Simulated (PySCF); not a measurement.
NMR data simulated for an unnamed compound:

$^{1}$H NMR (500 MHz, computed): δ 7.13 (m, 1H), 4.69 (s, 2H), 4.41 (t, 2H), 4.04 (m, 2H), 0.34 (t, 3H).

$^{13}$C{$^{1}$H} NMR (computed): δ 172.0 (CH), 123.2 (C), 105.3 (C), -8.4 (CH3).

All values are calculated (PySCF 2.14.0 with density-fitted response routines): coordinates at the GFN2-xTB level, GIAO PBE0/pcSseg-1 shieldings. Non-relativistic Hamiltonian, fast rotation and ring inversion assumed for equivalent nuclei, no solvent model, one computed conformer.

Scale: TMS for $^{1}$H (σref 31.72), $^{13}$C (σref 186.93) (reference shieldings calculated alike).

Which of these does the molecule contain: a heteroaromatic ring, a Si–H bond, a Si–CH3 group, a nitrile, an aldehyde, a C≡C triple bond?

Answers


- A heteroaromatic ring: no.
- A Si–H bond: yes (δH 4.04 (m)).
- A Si–CH3 group: yes (δC -8.4; δH 0.34 (t)).
- A nitrile: yes (δC 123.2).
- An aldehyde: no.
- A C≡C triple bond: no.

The data belong to SMILES C[SiH2][SiH2]/C(=C\F)[SiH2]C#N, C₄H₁₀FNSi₃; they needn't prove each group on their own.

Carbon signals by region: 1 in the far downfield region (above 160 ppm), 2 in the sp2 and nitrile region (100–160 ppm), 1 below 50 ppm. Above 160 ppm: 172.0, alkene CH.

Splittings by $^{19}$F in the carbon and heteronuclear signals aren't shown, as no couplings were computed. Shifts are as computed. Against solution values, carbons near 30 ppm lie about +3 ppm off and those near 130 ppm about +5 ppm. Of 1211 compounds with measured shifts, 218 miss one by over three times the rms of a fit or turn the order of signals round; such compounds aren't used in these exercises. No couplings were computed; multiplicities are counted from neighbouring protons, with m where these are inequivalent, close in shift, in a saturated or five-membered ring or joined by F or P, and br s for small geminal =CH2 splittings.
